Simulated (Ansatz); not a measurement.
H$_{5}$N$_{3}$OW, SMILES `[NH]=[W](=[NH])([NH2])[OH]` at its PBE0-D4/def2-TZVP geometry, where that method's forces vanish. Total charge 0; spin multiplicity 1. W takes the def2 core potential.

```tsv
atom	x (Å)	y (Å)	z (Å)
N1	-1.125	-1.198	-0.869
W2	0.108	-0.171	-0.162
N3	0.803	-0.772	1.332
N4	-0.748	1.529	0.267
O5	1.500	0.038	-1.456
H6	-1.735	-1.992	-0.975
H7	0.921	-1.421	2.094
H8	-0.528	2.069	1.088
H9	-1.608	1.838	-0.159
H10	2.411	0.080	-1.160
```

Question: For each bond, give half the difference of the two atoms' forces along it (eV/Å; positive pushes the atoms apart) under PBE-D4, r2SCAN-D4, B3LYP-D4, ωB97M-V in def2-TZVPP. (Estimate.)

Answer: Ansatz gave: 
```tsv
bond	length (Å)	PBE-D4	r2SCAN-D4	B3LYP-D4	ωB97M-V
N1–W2	1.753	0.43	0.28	0.26	-0.17
N1–H6	1.007	-0.04	-0.15	-0.22	0.06
W2–N3	1.755	0.34	0.23	0.25	-0.16
W2–N4	1.951	-0.15	-0.02	0.10	0.11
W2–O5	1.912	0.00	0.00	0.12	0.12
N3–H7	1.007	-0.01	-0.13	-0.21	0.05
N4–H8	1.007	0.19	0.00	-0.07	-0.03
N4–H9	1.007	0.19	0.00	-0.07	-0.03
O5–H10	0.959	0.36	0.02	-0.05	-0.05
```

B3LYP here is the variant with VWN-RPA as its local correlation; programs differ in this.
